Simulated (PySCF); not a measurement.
Delta-SCF ions had no search for a lower state. Excitations are Tamm–Dancoff values on a coarser integration grid. The basis has no diffuse functions, so Rydberg states are missing or too high.

## C$_{4}$H$_{12}$O$_{2}$Si, SMILES `[Si](OC)(C)(C)OC` (C–O–Si–O torsion -56°, O–Si–O–C torsion 174°) (charge 0, multiplicity 1)

Method: PBE-D3(BJ)/def2-TZVP // PBE-D3(BJ)/def2-SVP in PySCF.

```
Item                                                          Value
--------------------------------------  ---------------------------
HOMO                                                       -6.20 eV
dipole moment                                                1.51 D
HOMO–LUMO gap                                               6.27 eV
LUMO                                                        0.07 eV
S1 excitation (TDA)                                         6.31 eV
S1 oscillator strength                                        0.007
T1 excitation (TDA)                                         6.20 eV
S1–T1 gap (TDA)                                             0.12 eV
vertical ionisation energy (Delta-SCF)                      8.87 eV
total energy                                           -599.2935 Ha
cost                                    very roughly 8 core-minutes
```

```xyz
19

C      2.4998    -0.9590     0.0648
O      1.7493     0.0828    -0.5258
Si     0.1305     0.3546    -0.1933
C     -0.4141     1.7261    -1.3437
C     -0.1396     0.7810     1.6206
O     -0.6453    -1.1016    -0.5505
C     -2.0019    -1.3796    -0.2995
H      2.6484    -0.8043     1.1597
H      2.0171    -1.9518    -0.0784
H      3.5027    -0.9891    -0.4096
H      0.1273     2.6683    -1.1236
H     -0.2091     1.4473    -2.3965
H     -1.5005     1.9264    -1.2429
H     -1.2089     0.9828     1.8383
H      0.4358     1.6871     1.9000
H      0.1857    -0.0489     2.2808
H     -2.2685    -1.2854     0.7803
H     -2.2200    -2.4242    -0.6070
H     -2.6887    -0.7127    -0.8736
```
